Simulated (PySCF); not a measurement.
# Level sweep

Monofluorogermane, FGeH3.
SMILES with atom numbers: `[F:1][GeH3:2]` (hydrogens: H3, H4, H5 on Ge2)

Geometry (PBE0-D3(BJ)/def2-SVP, Å), atoms numbered from 1 in this order:
```
atom  x, y, z in Å
F1     1.631   -0.401    0.080
Ge2   -0.064   -0.002   -0.024
H3    -0.154    1.338   -0.769
H4    -0.583    0.101    1.417
H5    -0.738   -1.142   -0.801
```

PySCF, dipoles from the SCF density, polarisabilities from static response with core orbitals frozen. Isolated species at its PBE0-D3(BJ)/def2-SVP geometry, gas phase. The LDA/def2-SVPD calculation is non-relativistic and has no spin–orbit coupling, an omission that weighs most on germanium.

Reference dipole: 2.330 D (measured, gas; NIST CCCBDB Release 22 (SRD 101), experimental dipoles). The anisotropy is √(½[(α1 − α2)² + (α2 − α3)² + (α3 − α1)²]).

| level | μ (D) | error (%) | α (Å³) | anisotropy (Å³) |
| --- | --- | --- | --- | --- |
| LDA/def2-SVPD | 2.206 | -5.3 | 5.05 | 0.35 |
| PBE/def2-SVPD | 2.124 | -8.8 | 4.95 | 0.28 |
| B3LYP/def2-SVPD | 2.252 | -3.3 | 4.79 | 0.34 |
| PBE0/def2-SVPD | 2.254 | -3.3 | 4.74 | 0.32 |
| BHandHLYP/def2-SVPD | 2.381 | +2.2 | 4.57 | 0.38 |
| CAM-B3LYP/def2-SVPD | 2.318 | -0.5 | 4.73 | 0.34 |
| wB97X-D/def2-SVPD | 2.285 | -1.9 | 4.71 | 0.33 |
| LC-wPBE/def2-SVPD | 2.305 | -1.1 | 4.65 | 0.29 |
| HF/def2-SVPD | 2.462 | +5.7 | 4.34 | 0.41 |
| PBE0/6-31G* | 2.098 | -10.0 | 3.59 | 0.45 |
| PBE0/def2-SVP | 2.109 | -9.5 | 3.91 | 0.69 |
| PBE0/def2-TZVP | 2.106 | -9.6 | 4.46 | 0.46 |

For the dipole, the smallest error is 0.5% (CAM-B3LYP/def2-SVPD) and the largest 10.0% (PBE0/6-31G*). The dipole runs from 2.10 D (PBE0/6-31G*) to 2.46 D (HF/def2-SVPD). No reference polarisability is at hand; against PBE0 in the largest diffuse basis at hand (def2-SVPD) the other PBE0 rows deviate by 6-31G* -24%, def2-SVP -17%, def2-TZVP -6%. In one basis (def2-SVPD) the functionals order the polarisability from HF (lowest) to LDA (highest), a spread of 17%. With PBE0 the polarisability is 3.99 Å³ without diffuse functions (mean of 6-31G*, def2-SVP and def2-TZVP) and 4.74 Å³ with them (def2-SVPD). Measured values can belong to vibrating molecules; the computed ones are for one fixed geometry.
